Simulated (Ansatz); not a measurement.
Program: Ansatz. Geometries: PBE0-D4/def2-TZVP. ΔE: electronic, gas phase. CBS: MP2 limit from def2 TZ/QZ plus the TZ coupled-cluster correction, frozen cores. DFT in def2-TZVPP. Elements past krypton have def2 core potentials. For Te outer-core shells are correlated without core-valence functions, which leaves a few kJ/mol of doubt a bond. One conformer a species, not always the lowest.

Reaction (redistribution): `C[SiH2][SiH2]F` + `C[Te][SiH2]O` → `C[SiH](C)[SiH2]F` + `O[SiH2][TeH]`

```tsv
species	PBE0-D4 energy (Eh)
`C[SiH2][SiH2]F`	-720.89942
`C[Te][SiH2]O`	-674.34200
`C[SiH](C)[SiH2]F`	-760.19670
`O[SiH2][TeH]`	-635.06189
```

(1) Work out ΔE.

Largest T1 diagnostic among the species: 0.012.

## Answers

(1) ΔE = (-760.19670) + (-635.06189) − (-720.89942) − (-674.34200) = -0.01717 Eh = -10.8 kcal/mol. CCSD(T)/CBS gives -9.3 kcal/mol.
